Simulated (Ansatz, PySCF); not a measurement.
Spin gap between two states, R1 and P1; the higher of the two is an excited state, each structure at its B3LYP-D3(BJ)/def2-TZVP stationary point, reached from a drawn start (curvature not checked).
R1, F2Si (SMILES F[Si]F) (charge 0, multiplicity 1):
```xyz
3

Si     0.0000     0.0000    -0.6841
F      1.2394     0.0000     0.3420
F     -1.2394     0.0000     0.3420
```
P1, F2Si (SMILES F[Si]F) (charge 0, multiplicity 3):
```xyz
3

Si     0.000     0.000    -0.584
F      1.346     0.000     0.292
F     -1.346     0.000     0.292
```

P less R. No zero-point or thermal terms; singlets are restricted closed shells; open shells are unrestricted.

Correlated levels freeze the cores.

Programs: Ansatz (a quantum-chemistry and plane-wave program) with Gaussian orbitals; PySCF for the D3/D4 terms. Each number belongs to the level named beside it.

Total energies in hartree:

```tsv
structure	PBE/def2-TZVPP	B3LYP-D3(BJ)/def2-TZVPP	CCSD(T)/cc-pV(Q+d)Z
R1	-489.040265	-489.399201	-488.708270
P1	-488.929384	-489.282261	-488.591384
```

Work out the spin gap at each level in eV (1 hartree = 27.21139 eV), and say how far PBE/def2-TZVPP lies from CCSD(T)/cc-pV(Q+d)Z.


- PBE/def2-TZVPP: (-488.929384) − (-489.040265) = 0.110881 hartree = 3.017 eV
- B3LYP-D3(BJ)/def2-TZVPP: (-489.282261) − (-489.399201) = 0.116940 hartree = 3.182 eV
- CCSD(T)/cc-pV(Q+d)Z: (-488.591384) − (-488.708270) = 0.116886 hartree = 3.181 eV
PBE/def2-TZVPP less CCSD(T)/cc-pV(Q+d)Z: -0.164 eV. CCSD(T)/cc-pV(Q+d)Z is the level counted from, the highest shown, and no exact or measured value.
